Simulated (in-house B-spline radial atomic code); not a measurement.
# Ionising Ru⁺ with different functionals

Computed with a B-spline radial code for spherical atoms: non-relativistic Hamiltonian, point nucleus, spin-polarised at highest spin, spherical fractional occupations for the functionals, and exact exchange of hybrids averaged over the configuration. The ionisation energy is the difference of two self-consistent energies, [Kr] 4d7 → [Kr] 4d6, without Breit or QED terms; ε is the level of the shell that loses the electron (its least bound occupied spin orbital). There is no spin-orbit coupling in this Hamiltonian.

| method | rung | ΔSCF (eV) | -ε(4d) (eV) |
| --- | --- | --- | --- |
| PBE0 | global hybrid | 16.70 | 13.02 |
| B3LYP | global hybrid | ? | ? |
| TPSSh | global hybrid | 16.66 | 11.94 |
| M06-2X | global hybrid | 16.99 | 15.18 |
| BHandHLYP | global hybrid | 16.48 | 14.49 |
| r2SCAN0 | global hybrid | 16.39 | 12.78 |
| B97-1 | global hybrid | 16.92 | 12.88 |
| HSE06 | range-separated hybrid | ? | ? |
| wB97X | range-separated hybrid | 16.82 | 15.71 |
| CAM-B3LYP | range-separated hybrid | 16.91 | 14.66 |
| LC-wPBE | range-separated hybrid | 16.67 | 15.88 |

Q: What does B3LYP give?

A: ΔSCF 16.98 eV, and -ε(4d) = 12.92 eV.

Q: What does HSE06 give?

A: ΔSCF 16.70 eV, and -ε(4d) = 12.61 eV.

Q: Among the functionals, which spreads more, the ΔSCF values or the orbital energies?

A: The orbital energies: ΔSCF values span about 0.60 eV and the orbital energies 3.94 eV; here energy differences depend much less on the functional than eigenvalues do.

Q: How do they compare with the NIST value?

A: NIST lists 16.76 eV ± 0.06 (semi-empirical, ground level to ground level). Errors run from -0.37 to +0.23 eV; PBE0 is closest (-0.06 eV), though others lie within the uncertainty of it, and part of that can be cancellation, since the calculations leave out relativity, Breit-QED terms, multiplet and fine-structure energies.
